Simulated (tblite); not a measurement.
Write Cartesian coordinates for `CN1C[C]2CC[C@@H]2C1` [radical] as optimised with GFN2-xTB. (Doublet state.)

```xyz
20
C7H12N angstrom
C      2.5254   -0.0075    0.1920
N      1.0868    0.0408    0.1885
C      0.5231    1.1248   -0.6244
C     -0.8728    0.6894   -0.8937
C     -2.0319    0.9952    0.0164
C     -1.9695   -0.4753    0.4775
C     -0.9590   -0.7999   -0.6465
C      0.4586   -1.2014   -0.2497
H      2.8514   -0.8002    0.8654
H      2.9133    0.9423    0.5582
H      2.9505   -0.2001   -0.8077
H      1.0789    1.2372   -1.5744
H      0.5856    2.0699   -0.0792
H     -1.8538    1.7598    0.7729
H     -2.9563    1.2310   -0.5112
H     -2.9089   -1.0231    0.4328
H     -1.5216   -0.5780    1.4621
H     -1.3686   -1.4311   -1.4336
H      0.4865   -1.9298    0.5647
H      0.9774   -1.6334   -1.1230
```

Orientation and origin are arbitrary. Atoms count from 1 in this order. C4 (carbon bonded to 3 C) is pyramidal (angles 123.6°, 108.2° and 93.3°, sum 325.1°, 0.51 Å off the plane of its three neighbours). Of the pairs four or more bonds apart, H11···H20 is among the closest relative to their van der Waals radii: 2.46 Å, 102 % of the sum of Bondi's values. The C–N distances run from 1.439 Å (C1–N2, drawn single) to 1.468 Å (N2–C3, drawn single), a spread of 0.029 Å. The 4-membered ring C4–C5–C6–C7 has internal angles of 87.1° to 93.3°; it is slightly puckered (a soft mode that the optimisation may not have finished), 0.06 Å rms from its mean plane, widest ring torsion 10°.

Bonds between heavy atoms (Å): C1–N2 1.439, N2–C3 1.468, C3–C4 1.487, C4–C5 1.505, C5–C6 1.542, C6–C7 1.546, C7–C8 1.526, N2–C8 1.459, C4–C7 1.512.

Structure optimised with GFN2-xTB, isolated species. This method treats the open shell by occupation alone, without spin polarisation.

Point group: C1 (no symmetry element, even within 0.4 Å). Its GFN2-xTB frequencies are all real (lowest 98 cm⁻¹). Torsions: C1–N2–C3–C4 160°, N2–C3–C4–C5 88°, C3–C4–C5–C6 -105°, C4–C5–C6–C7 -9°.

Time: 1.0 s. Hardware: an Arm Neoverse V1 with one thread, no GPU, shared host. These figures are those of the optimisation.

One conformer stands for the species.

The numbers are calculated, not measured.
